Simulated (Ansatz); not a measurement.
`O[Si]F` + HBr → `F[Si]Br` + H₂O at 600 K and 1 bar (ligand exchange at the Si–O bond).

Program: Ansatz. Geometries: PBE0-D4/def2-TZVP. ΔE: electronic, gas phase. CCSD(T)/CBS adds triple-zeta CCSD(T) − MP2 to the extrapolated MP2 energy (def2 sets, frozen cores). This one scheme is used for every species. For Br outer-core shells are correlated without core-valence functions, which leaves a few kJ/mol of doubt a bond. Scalar relativity is left out up to krypton. One conformer a species, not always the lowest.

| species | CCSD(T)/CBS energy (Eh) | H − E (kJ/mol) | S (J/(mol·K)) |
| --- | --- | --- | --- |
| `O[Si]F` | -464.72778 | 73.4 | 309.1 |
| HBr | -2573.91920 | 33.5 | 219.1 |
| `F[Si]Br` | -2962.26094 | 37.1 | 324.0 |
| H₂O | -76.37941 | 76.8 | 212.8 |

H − E and S are ideal-gas, rigid-rotor, harmonic terms from PBE0-D4/def2-TZVP, for one conformer and one mirror image of each species. 1 Eh = 2625.50 kJ/mol, R = 8.31446 J/(mol·K).

Task: By hand: ΔE, ΔH, ΔS and ΔG.

Result: ΔE = (-2962.26094) + (-76.37941) − (-464.72778) − (-2573.91920) = 0.00663 Eh = 17.4 kJ/mol. Δ(H − E) = 37.1 + 76.8 − 73.4 − 33.5 = 7.0, so ΔH = 24.4 kJ/mol. ΔS = 324.0 + 212.8 − 309.1 − 219.1 = 8.6 J/(mol·K). ΔG = 24.4 − 600 × (8.6)/1000 = 19.2 kJ/mol.

Task: By hand: the equilibrium constant, and the temperature at which ΔG would vanish if ΔH and ΔS stayed fixed.

Result: log₁₀ K = −ΔG/(RT ln 10) = -1.7. ΔG = 0 at ΔH/ΔS = 2837 K, far beyond where these terms or the molecules hold.

The number of gas molecules stays the same, so ΔS is small and ΔH decides. A doubt of 5 kJ/mol in ΔE shifts log₁₀ K by 0.4 here. Other conformers and mirror images would add mixing entropy, several J/(mol·K) or more a flexible species. These are equilibria of isolated gas molecules and say nothing of rates. Largest T1 diagnostic: 0.015 (customary marks: 0.02 for closed shells, 0.045 for open ones).
